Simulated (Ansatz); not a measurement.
CH₄FNOSi (`OC1(F)N[SiH2]1`), charge 0, multiplicity 1.

Problem. Give a relaxed structure at PBE0-D4/def2-TZVP (Ansatz 0.2.0). (An estimate is asked.)

Solution. The calculation gave: 
Cartesian coordinates in Å:
```
O 0.922 -1.566 -0.247
C 0.107 -0.491 -0.415
F -0.374 -0.465 -1.711
N 0.576 0.794 0.020
Si -0.878 0.391 0.872
H 1.781 -1.365 -0.641
H 0.791 1.504 -0.666
H -2.167 0.988 0.455
H -0.760 0.211 2.334
```
This is one stationary point; other conformers may exist.
